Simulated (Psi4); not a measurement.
H$_{2}$O, charge +1, doublet, at a GFN2-xTB geometry (a state made from the parent by changing its charge; the spin is typed, not shown lowest); R2SCAN/aug-cc-pVDZ (Psi4).

Psi4 was given this input:
```
memory 2 GB

molecule {
1 2
O     0.00838048    0.00164066    0.09925610
H    -0.05320696    0.86638286   -0.40979171
H    -0.01383690   -0.87950812   -0.38425707
}

set {
  basis aug-cc-pvdz
  reference uks
}

energy('r2scan')
print_variables()
```

What the program printed (banner, timings and long lists left out):

```
   => Loading Basis Set <=

    Name: AUG-CC-PVDZ
    Role: ORBITAL
    Keyword: BASIS

         ---------------------------------------------------------
                                   SCF
               by Justin Turney, Rob Parrish, Andy Simmonett
                          and Daniel G. A. Smith
                              UKS Reference
         ---------------------------------------------------------

  ==> Geometry <==

    Molecular point group: cs
    Full point group: Cs

    Geometry (in Angstrom), charge = 1, multiplicity = 2:

       Center              X                  Y                   Z               Mass
    ------------   -----------------  -----------------  -----------------  -----------------
         O           -0.055738787369     0.000918277107     0.000000000000    15.994914619570
         H            0.456692210697     0.865855402171     0.000000000000     1.007825032230
         H            0.427922793349    -0.880429126231     0.000000000000     1.007825032230

  Running in cs symmetry.

  Rotational constants: A =     37.95504  B =     10.96714  C =      8.50858 [cm^-1]
  Rotational constants: A = 1137863.56299  B = 328786.65646  C = 255080.83074 [MHz]
  Nuclear repulsion =    8.724879987857495

  Charge       = 1
  Multiplicity = 2
  Electrons    = 9
  Nalpha       = 5
  Nbeta        = 4

  ==> Algorithm <==

  SCF Algorithm Type is DF.
  DIIS enabled.
  MOM disabled.
  Fractional occupation disabled.
  Guess Type is SAD.
  Energy threshold   = 1.00e-06
  Density threshold  = 1.00e-06
  Integral threshold = 1.00e-12

  ==> Primary Basis <==

  Basis Set: AUG-CC-PVDZ
    Blend: AUG-CC-PVDZ
    Number of shells: 19
    Number of basis functions: 41
    Number of Cartesian functions: 43
    Spherical Harmonics?: true
    Max angular momentum: 2

  ==> DFT Potential <==

   => LibXC <=

    Version 7.1.2
    S. Lehtola, C. Steigemann, M. J. T. Oliveira, and M. A. L. Marques,  SoftwareX 7, 1–5 (2018) (10.1016/j.softx.2017.11.002)

   => Composite Functional: R2SCAN <=

    r2SCAN Meta-GGA XC Functional  (0.1021/acs.jpclett.0c02405)
    J. W. Furness, A. D. Kaplan, J. Ning, J. P. Perdew, J. Sun  J. Phys. Chem. Lett.  11, 8208–8215, 2020

    Deriv               =              1
    GGA                 =           TRUE
    Meta                =           TRUE

    Exchange Hybrid     =          FALSE
    MP2 Hybrid          =          FALSE

   => Exchange Functionals <=

    1.0000   XC_MGGA_X_R2SCAN

[...]

   @Spin Contamination Metric:   3.946555156E-03
   @S^2 Expected:                7.500000000E-01
   @S^2 Observed:                7.539465552E-01
   @S   Expected:                5.000000000E-01
   @S   Observed:                5.000000000E-01

    Orbital Energies [Eh]
    ---------------------

    Alpha Occupied:

[...]
    Alpha Virtual:

[...]
    Beta Occupied:

[...]
       4Ap    -0.759379

    Beta Virtual:

[...]
      30Ap     3.368875

    Final Occupation by Irrep:
             Ap   App
    DOCC [     4,    0 ]
    SOCC [     0,    1 ]
    NA   [     4,    1 ]
    NB   [     4,    0 ]

  @DF-UKS Final Energy:   -75.94071241800413

   => Energetics <=

    Nuclear Repulsion Energy =              8.7248799878574950
    One-Electron Energy =                -117.4035598161701444
    Two-Electron Energy =                  41.6499481682617301
    DFT Exchange-Correlation Energy =      -8.9119807579531987
    Empirical Dispersion Energy =           0.0000000000000000
    VV10 Nonlocal Energy =                  0.0000000000000000
    Total Energy =                        -75.9407124180041251

  UHF NO Occupations:
  HONO-2 :    3 Ap 1.9996370
  HONO-1 :    4 Ap 1.9985947
  HONO-0 :    1App 1.0000000
  LUNO+0 :    5 Ap 0.0014053
  LUNO+1 :    6 Ap 0.0003630
  LUNO+2 :    7 Ap 0.0002055
  LUNO+3 :    8 Ap 0.0000005

Computation Completed

Properties will be evaluated at   0.000000,   0.000000,   0.000000 [a0]

Properties computed using the SCF density matrix

 Multipole Moments:

 ------------------------------------------------------------------------------------
     Multipole            Electronic (a.u.)      Nuclear  (a.u.)        Total (a.u.)
 ------------------------------------------------------------------------------------

 L = 1.  Multiply by 2.5417464519 to convert [e a0] to [Debye]
 Dipole X            :         -0.0044036            0.8290317            0.8246281
 Dipole Y            :          0.0000725           -0.0136580           -0.0135855
 Dipole Z            :          0.0000000            0.0000000            0.0000000
 Magnitude           :                                                    0.8247400

 ------------------------------------------------------------------------------------

  Variable Map:
  ----------------------------------------------------------------------------
[...]
  Array Variable Map:
  ----------------------------------------------------------------------------
[...]
[...]
```
